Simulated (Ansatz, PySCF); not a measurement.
Bond stretch in H5NSi, SMILES [SiH3]N. The Si1–N5 bond (Si1 also carries H, H, H; N5 carries H, H) is varied alone, starting from the PBE0/def2-TZVP optimised geometry.

- UHF/cc-pVTZ (Ansatz, a first-principles code)
- RHF/cc-pVTZ (Ansatz)
- UKS-PBE = unrestricted PBE/cc-pVTZ (Ansatz)
- RKS-PBE = restricted PBE/cc-pVTZ run with Ansatz
- UKS-B3LYP = unrestricted B3LYP/cc-pVTZ (Ansatz)
- RKS-B3LYP = restricted B3LYP/cc-pVTZ in Ansatz
- UKS-B3LYP/6-31G* = unrestricted B3LYP/6-31G*, spherical d run with PySCF
- RKS-B3LYP/6-31G* = PySCF 2.14.0 with restricted B3LYP/6-31G*, spherical d
- UKS-LDA (SVWN5)/6-31G* = PySCF with unrestricted LDA (SVWN5)/6-31G*, spherical d
- RKS-LDA (SVWN5)/6-31G* = restricted LDA (SVWN5)/6-31G*, spherical d (PySCF)
- UKS-BP86/6-31G* = PySCF with unrestricted BP86/6-31G*, spherical d
- RKS-BP86/6-31G* = restricted BP86/6-31G*, spherical d (PySCF)
- UKS-B3LYP/LANL2DZ = unrestricted B3LYP/LANL2DZ, with its core potentials past Ne in PySCF 2.14.0
- RKS-B3LYP/LANL2DZ = restricted B3LYP/LANL2DZ, with its core potentials past Ne in PySCF

Scanned distances (Å): 1.37, 1.46, 1.56, 1.63, 1.70, 1.72, 1.76, 1.81, 1.87, 1.97, 2.12, 2.31, 2.64, 2.87, 3.06, 3.43, 3.86, 4.22, 4.64, 5.26, 6.09.

### Question
Where does the unrestricted solution first break spin symmetry (<S²> of 0.01 or more)?

### Answer
UHF: between 2.31 and 2.64 Å; UKS-PBE: between 2.64 and 2.87 Å; UKS-B3LYP: between 2.64 and 2.87 Å; UKS-B3LYP/6-31G*: between 2.31 and 2.64 Å; UKS-LDA (SVWN5)/6-31G*: between 2.64 and 2.87 Å; UKS-BP86/6-31G*: between 2.64 and 2.87 Å; UKS-B3LYP/LANL2DZ: between 2.64 and 2.87 Å.

```
R / Å  <S²> UHF  E(RHF) − E(UHF) / mEh  <S²> UKS-PBE  E(RKS-PBE) − E(UKS-PBE) / mEh  <S²> UKS-B3LYP  E(RKS-B3LYP) − E(UKS-B3LYP) / mEh  <S²> UKS-B3LYP/6-31G*  E(RKS-B3LYP/6-31G*) − E(UKS-B3LYP/6-31G*) / mEh  <S²> UKS-LDA (SVWN5)/6-31G*  E(RKS-LDA (SVWN5)/6-31G*) − E(UKS-LDA (SVWN5)/6-31G*) / mEh  <S²> UKS-BP86/6-31G*  E(RKS-BP86/6-31G*) − E(UKS-BP86/6-31G*) / mEh  <S²> UKS-B3LYP/LANL2DZ  E(RKS-B3LYP/LANL2DZ) − E(UKS-B3LYP/LANL2DZ) / mEh
-----  --------  ---------------------  ------------  -----------------------------  --------------  ---------------------------------  ---------------------  -----------------------------------------------  ---------------------------  -----------------------------------------------------------  --------------------  ---------------------------------------------  ----------------------  -------------------------------------------------
1.37       0.00                    0.0          0.00                            0.0            0.00                                0.0                   0.00                                              0.0                         0.00                                                          0.0                  0.00                                            0.0                    0.00                                                0.0
1.46       0.00                    0.0          0.00                            0.0            0.00                                0.0                   0.00                                              0.0                         0.00                                                          0.0                  0.00                                            0.0                    0.00                                                0.0
1.56       0.00                    0.0          0.00                            0.0            0.00                                0.0                   0.00                                              0.0                         0.00                                                          0.0                  0.00                                            0.0                    0.00                                                0.0
1.63       0.00                    0.0          0.00                            0.0            0.00                                0.0                   0.00                                              0.0                         0.00                                                          0.0                  0.00                                            0.0                    0.00                                                0.0
1.70       0.00                    0.0          0.00                            0.0            0.00                                0.0                   0.00                                              0.0                         0.00                                                          0.0                  0.00                                            0.0                    0.00                                                0.0
1.72       0.00                    0.0          0.00                            0.0            0.00                                0.0                   0.00                                              0.0                         0.00                                                          0.0                  0.00                                            0.0                    0.00                                                0.0
1.76       0.00                    0.0          0.00                            0.0            0.00                                0.0                   0.00                                              0.0                         0.00                                                          0.0                  0.00                                            0.0                    0.00                                                0.0
1.81       0.00                    0.0          0.00                            0.0            0.00                                0.0                   0.00                                              0.0                         0.00                                                          0.0                  0.00                                            0.0                    0.00                                                0.0
1.87       0.00                    0.0          0.00                            0.0            0.00                                0.0                   0.00                                              0.0                         0.00                                                          0.0                  0.00                                            0.0                    0.00                                                0.0
1.97       0.00                    0.0          0.00                            0.0            0.00                                0.0                   0.00                                              0.0                         0.00                                                          0.0                  0.00                                            0.0                    0.00                                                0.0
2.12       0.00                    0.0          0.00                            0.0            0.00                                0.0                   0.00                                              0.0                         0.00                                                          0.0                  0.00                                            0.0                    0.00                                                0.0
2.31       0.00                    0.0          0.00                            0.0            0.00                                0.0                   0.00                                              0.0                         0.00                                                          0.0                  0.00                                            0.0                    0.00                                                0.0
2.64       0.71                   17.1          0.00                            0.0            0.00                                0.0                   0.02                                              0.0                         0.00                                                          0.0                  0.00                                            0.0                    0.00                                                0.0
2.87       0.92                   48.5          0.31                            1.5            0.46                                4.3                   0.52                                              5.8                         0.17                                                          0.4                  0.36                                            2.2                    0.48                                                4.8
3.06       0.97                   74.0          0.57                            6.1            0.71                               12.8                   0.75                                             15.1                         0.44                                                          3.0                  0.60                                            7.2                    0.72                                               13.8
3.43       1.00                  114.4          0.83                           17.0            0.92                               30.3                   0.93                                             33.1                         0.74                                                         10.5                  0.85                                           18.2                    0.92                                               32.0
3.86       1.01                  146.7          0.95                           26.8            0.98                               45.1                   0.98                                             47.8                         0.90                                                         18.4                  0.96                                           27.9                    0.98                                               46.8
4.22       1.01                  165.3          0.98                           32.2            1.00                               53.1                   1.00                                             55.8                         0.96                                                         23.1                  0.99                                           33.3                    1.00                                               54.6
4.64       1.01                  180.8          1.00                           36.2            1.00                               59.3                   1.00                                             61.9                         0.99                                                         26.9                  1.00                                           37.3                    1.00                                               60.6
5.26       1.01                  196.0          1.00                           39.5            1.00                               64.7                   1.00                                             67.3                         1.00                                                         30.0                  1.00                                           40.4                    1.00                                               65.8
6.09       1.01                  208.3          1.01                           41.5            1.00                               68.6                   1.00                                             71.0                         1.00                                                         31.9                  1.00                                           42.2                    1.00                                               69.6
```
